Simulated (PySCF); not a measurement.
B(H)(Me)(OH) (CH₅BO), SMILES B(O)C.

Geometry: B3LYP-D3(BJ)/def2-TZVP. Other conformers were not sampled.

All values below come from HF/def2-TZVPD run with PySCF.

Isolated molecule, no solvent.

Computed frontier levels, gap, dipole moment and polarisability:
The highest occupied level comes out as -12.30 eV and the lowest empty level is 1.35 eV. The orbital gap is 13.64 eV and the dipole moment is 1.85 D. The quadrupole, principal values (traceless, Buckingham form, about the centre of nuclear charge) comes out as -5.09, 1.42, 3.67 D·Å and the mean static polarisability is 30.4 bohr³ (4.51 Å³). The polarisability, principal values is 26.2, 32.1, 32.9 bohr³.
